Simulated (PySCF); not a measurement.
## Dipole moment and polarisability of `[H]/N=C1\CC[C@H]1C(F)(F)F`

Species: C5H6F3N.
Cartesian coordinates in Å at the PBE0-D3(BJ)/def2-SVP level; atoms count from 1:
```xyz
15
C5H6F3N angstrom
N      1.4390    1.7335    0.1303
C      0.9133    0.5967    0.0213
C      1.3013   -0.8526    0.2650
C     -0.1034   -1.2748   -0.2304
C     -0.4746    0.2081   -0.4746
C     -1.6349    0.7338    0.3289
F     -1.8097    2.0396    0.1522
F     -2.7727    0.1180   -0.0197
F     -1.4577    0.5192    1.6397
H      2.3952    1.6528    0.4930
H      2.1521   -1.2014   -0.3412
H      1.5117   -1.0812    1.3218
H     -0.1097   -1.8896   -1.1392
H     -0.7211   -1.7688    0.5311
H     -0.6481    0.4816   -1.5267
```

Level: PBE0/def2-SVPD (PySCF), static field, nuclei fixed, core orbitals frozen in the response. The polarisability tensor in these axes (au):

```
x   72.03  2.92  3.20
y    2.92 72.39  0.94
z    3.20  0.94 55.09
```

**Question.** Diagonalise the tensor; give its mean and Δα, where Δα² is half the sum of the squared differences of the eigenvalues.

**Answer.** Principal values 54.49, 69.47 and 75.55 au; mean 66.50 au = 9.85 Å³ = 10.96 × 10⁻⁴⁰ C²·m²/J; Δα = 18.77 au (28 % of the mean).

**Question.** What is the dipole moment, and where does it point?

**Answer.** (2.32, -3.06, -0.77) D, 3.92 D in size, pointing from the negative to the positive side. Measured along this direction, the outermost atoms are F7 at the negative end and H11 at the positive end.

**Question.** Form Σ f/ω² (atomic units) for the 10 lowest TDDFT singlets, given as eV and f, and set it beside the mean polarisability, which is this sum over all singlets: 5.13, 0.0024; 7.28, 0.0433; 7.56, 0.0890; 7.64, 0.0248; 7.65, 0.0067; 8.04, 0.0011; 8.30, 0.0167; 8.43, 0.0015; 8.49, 0.0095; 8.72, 0.0369.

**Answer.** They add up to 2.89 au, 4.3 % of the 66.50 au; the largest single term is 1.15 au, from the state at 7.56 eV. Terms in order: 0.07, 0.60, 1.15, 0.31, 0.09, 0.01, 0.18, 0.02, 0.10, 0.36 au. Higher excitations give the rest. The strengths listed sum to 0.232.

**Question.** Give the principal axes and the span of the nuclei along them.

**Answer.** Largest value along (0.71, 0.69, 0.14), where the nuclei span 4.78 Å; middle along (-0.69, 0.72, -0.11), 5.00 Å; least along (-0.18, -0.02, 0.98), 3.26 Å. The strongest response doesn't lie along the longest of the three spans.

**Question.** In a dilute gas of rigid molecules at 273 K, how does the orientational term μ²/3kT compare with the electronic polarisability?

**Answer.** In Gaussian units μ²/3kT = 135.59 Å³ against 9.85 Å³, a ratio of 13.76; the Debye molar polarisation (4π/3)N_A(α + μ²/3kT) is 366.9 cm³/mol, leaving out the vibrational part.

**Question.** Rayleigh depolarisation ratio (linearly polarised light, static tensor)?

**Answer.** ρ = 3Δα²/(45ᾱ² + 4Δα²) = 1056.6/(199021 + 1408.8) = 0.00527.

**Question.** What molar refraction does this α imply?

**Answer.** Lorentz–Lorenz: R = (4π/3)N_A α = 2.5225 cm³/(mol·Å³) × 9.85 Å³ = 24.9 cm³/mol, in the limit of long wavelengths.

Isolated species at its PBE0-D3(BJ)/def2-SVP geometry, gas phase.
